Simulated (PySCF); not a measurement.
One of the candidates below gave these computed data.

All candidates are C7H14F2Si.

- NMR, other nuclei: isotropic shieldings of nuclei other than C and H, by class: 316 (1 F), 322 (1 F), 401 (1 Si) ppm [GIAO PBE0/pcSseg-1]
- 13C NMR: chemical shifts (computed TMS as zero) by class: 152.2 (1 C), 126.5 (1 C), 118.9 (1 C), 46.3 (1 C), 25.2 (1 C), 21.1 (1 C), -7.2 (1 C) ppm [GIAO PBE0/pcSseg-1]
- Rotational structure: rotational constants A, B, C: 1.566, 0.683, 0.594 GHz [GFN2-xTB]
- Dipole: 2.33 D [PBE0/pcSseg-1]
- 1H NMR: chemical shifts (computed TMS as zero) by class: 6.67 (1 H), 6.05 (1 H), 5.48 (1 H), 5.36 (1 H), 4.29 (1 H), 4.25 (1 H), 1.38 (1 H), 1.21 (3 H), 0.57 (1 H), 0.11 (3 H) ppm [GIAO PBE0/pcSseg-1]

Gas-phase values; electronic properties from PySCF, density fitting. Levels stand in brackets. The structure is a single GFN2-xTB conformer in the gas phase; no vibrational or solvent corrections. NMR values are class means; diastereotopic atoms form classes of their own.

Task: Which candidate is it?
A. `CC(C)(C)[C@H]([SiH3])/C(F)=C/F`
B. `C[C@@]1(F)CC[SiH2]C[C@@H](F)C1`
C. `C=C[C@@](C)(C[SiH2]C)C(F)F`
D. `C[C@@H](/C=C\[SiH3])CC(C)(F)F`

Result: C. It is `C=C[C@@](C)(C[SiH2]C)C(F)F`. Numbering: `[CH2:1]=[CH:2][C@@:3]([CH3:4])([CH2:5][SiH2:6][CH3:7])[CH:8]([F:9])[F:10]`. Its formula, C7H14F2Si, gives 1 degree of unsaturation: 0 rings and 1 π bond in the structure found. 7 carbons fall into 7 classes; from least to most shielded: alkene CH carbon [C2] (152.2 ppm), CHF2 carbon [C8] (126.5 ppm), terminal =CH2 carbon [C1] (118.9 ppm), allylic carbon [C3] (46.3 ppm), sp3 carbon bound to silicon [C5] (25.2 ppm), methyl carbon [C4] (21.1 ppm), Si-methyl carbon [C7] (-7.2 ppm). Hydrogen classes from least to most shielded: 1 H on an alkene CH carbon, C2 (6.67 ppm), 1 H on a CHF2 carbon, C8 (6.05 ppm), 1 H on a terminal =CH2 carbon, C1 (5.48 ppm), 1 H on a terminal =CH2 carbon, C1 (5.36 ppm), 1 H on an SiH2 silicon, Si6 (4.29 ppm), 1 H on an SiH2 silicon, Si6 (4.25 ppm), 1 H on an sp3 carbon bound to silicon, C5 (1.38 ppm), 3 H on a methyl carbon, C4 (1.21 ppm), 1 H on an sp3 carbon bound to silicon, C5 (0.57 ppm), 3 H on an Si-methyl carbon, C7 (0.11 ppm). The other shieldings belong to: 316 ppm, fluorine of a CF2 group [F9]; 322 ppm, fluorine of a CF2 group [F10]; 401 ppm, SiH2 silicon [Si6]. The optimised geometry has point group C1 and is an asymmetric top.

The others, at the same levels:
- `C[C@@]1(F)CC[SiH2]C[C@@H](F)C1` fails: its computed 13C shifts are 94.6 (1 C), 89.3 (1 C), 53.8 (1 C), 42.4 (1 C), 33.2 (1 C), 19.0 (1 C), 5.4 (1 C) ppm, 1H shifts are 5.34 (1 H), 4.24 (1 H), 4.04 (1 H), 2.58 (1 H), 2.26 (1 H), 1.66 (1 H), 1.65 (1 H), 1.45 (3 H), 1.37 (1 H), 1.28 (1 H), 1.22 (1 H), 0.73 (1 H) ppm and rotational constant A is 1.297 GHz (against 1.566 GHz).
- `CC(C)(C)[C@H]([SiH3])/C(F)=C/F` fails: it has 5 carbon classes against 7; its computed 13C shifts are 160.9 (1 C), 142.5 (1 C), 39.0 (1 C), 33.8 (1 C), 32.1 (3 C) ppm, 1H shifts are 6.42 (1 H), 4.07 (3 H), 1.31 (1 H), 1.13 (9 H) ppm and rotational constant A is 1.421 GHz (against 1.566 GHz).
- `C[C@@H](/C=C\[SiH3])CC(C)(F)F` fails: its computed 13C shifts are 167.4 (1 C), 128.6 (1 C), 120.1 (1 C), 47.6 (1 C), 38.9 (1 C), 29.0 (1 C), 21.5 (1 C) ppm, 1H shifts are 6.64 (1 H), 5.68 (1 H), 4.17 (3 H), 2.75 (1 H), 1.81 (1 H), 1.65 (3 H), 1.63 (1 H), 1.26 (3 H) ppm and rotational constant A is 1.875 GHz (against 1.566 GHz).

Each candidate is one conformer, not necessarily the lowest. Dipoles, sizes and rotational constants follow the conformer. The torsions of the flexible species, by atom-mapped SMILES:
- `[CH2:1]=[CH:2][C@@:3]([CH3:4])([CH2:5][SiH2:6][CH3:7])[CH:8]([F:9])[F:10]`: C1–C2–C3–C4 -13°, C2–C3–C5–Si6 177°, C3–C5–Si6–C7 -179°, C2–C3–C8–F9 57°
- `[CH3:1][C:2]([CH3:3])([CH3:4])[C@H:5]([SiH3:6])/[C:7]([F:8])=[CH:9]/[F:10]`: C1–C2–C5–Si6 169°, C2–C5–C7–F8 67°
- `[CH3:1][C@@H:2](/[CH:3]=[CH:4]\[SiH3:5])[CH2:6][C:7]([CH3:8])([F:9])[F:10]`: C1–C2–C3–C4 -118°, C1–C2–C6–C7 68°, C2–C6–C7–C8 164°

The conformers of `C[C@@]1(F)CC[SiH2]C[C@@H](F)C1` aren't listed.
